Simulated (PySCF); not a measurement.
# Electronic structure of In+ (indium, charge +1) at the UHF level

Configuration: [Kr] 4d10 5s2, closed-shell 1S. Calculation: PySCF 2.14, in aug-cc-pVTZ-PP with one added diffuse shell each of d, f type with ECP28MDF (6s5p5d3f, 67 functions); a scalar-relativistic core potential.

| Property | Result |
| --- | --- |
| Total energy | -189.018767 hartree |
| One-electron energy | -329.2800 hartree |
| Hartree (Coulomb) energy | 155.9027 hartree |
| Exchange energy | -15.6414 hartree |
| ⟨S²⟩ | 0.0000 |
| ⟨L²⟩ | 0.000 |
| Sum of ⟨r⟩ | 24.29 bohr |
| Sum of ⟨r²⟩ | 38.87 bohr² |

```csv
shell,electrons,mean orbital energy (hartree),"rms radius, mean of both spins (bohr)"
4s,2,-5.64497,0.912
4p,6,-3.89725,0.996
4d,10,-1.28139,1.27
5s,2,-0.63509,2.76
```

Energies and moments cover only the electrons outside the core potential.
